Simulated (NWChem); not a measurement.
# Basis-set convergence for iodine monochloride (ClI)

```xyz
2

Cl     0.0000     0.0000     1.7843
I      0.0000     0.0000    -0.5723
```
Charge 0, spin multiplicity 1.

Everything below was run with NWChem. All single points use one geometry, from PBE0/def2-SVP with def2 effective core potentials on I, a minimum by its harmonic frequencies.

Quantity: vertical ionisation energy at the level ΔPBE (Δ: difference of total energies, the cation a doublet at the parent's geometry with its hole in an orbital of symmetry b2 (C2v labels); it is the state that the SCF runs reached, from PBE0 orbitals for Hartree-Fock references, and need not be the lowest).

Effective core potentials replace the inner electrons of I; spin-orbit coupling is left out. No SCF solution was tested for a lower state.

Costs are rough ratios of processor time within this set of runs, SCF included, with def2-TZVP as 1.

```tsv
basis	functions	vertical ionisation energy (eV)	relative cost
def2-TZVP	87	10.02	1
def2-TZVPP	92	10.02	under 3
def2-TZVPD	105	10.04	under 3
def2-QZVP	152	10.02	4
```

Smallest basis within 0.05 eV of def2-QZVP, the largest set run: def2-TZVP, with 87 functions against 152 and about 30 % of the time (also within reach: def2-TZVPP, def2-TZVPD). def2-QZVP isn't the basis-set limit itself, and a small set can land close by cancellation.
